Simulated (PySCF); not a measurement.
Dipole response of Sn²⁺ (tin, charge +2)

[Kr] 4d10 5s2, closed-shell 1S. All numbers are calculated (PySCF 2.14, scalar relativity through the core potential, in aug-cc-pVQZ-PP with one added diffuse shell each of s, p, d, f, g type with ECP28MDF (8s8p6d4f3g, 117 functions)). Coupled (time-dependent) response in atomic units; α is the mean over directions.

| method | mean α (bohr³) | C₆ (like pair) | S(−4) |
| --- | --- | --- | --- |
| wB97M-V | 15.98 | 86.83 | 106.0 |

S(−4) is the Cauchy moment in α(ω) = α(0) + S(−4) ω² + …

α(iu) at wB97M-V:

```csv
u (hartree),α(iu) (bohr³)
0,15.98
0.0500,15.72
0.100,15.00
0.200,12.74
0.300,10.34
0.500,6.849
0.750,4.552
1.00,3.345
1.50,2.128
2.00,1.509
3.00,0.8771
5.00,0.3936
```

A single London oscillator, α(iu) = α/(1 + u²/ω²), gives C₆ = (3/4) ω α². Matching the computed C₆ needs ω = 4 × 86.83 / (3 × 15.98²) = 0.453 hartree.

For an ion, C₆ is the dispersion term alone; charge-induced terms of lower order in 1/R come first.

Energies and moments cover only the electrons outside the core potential.
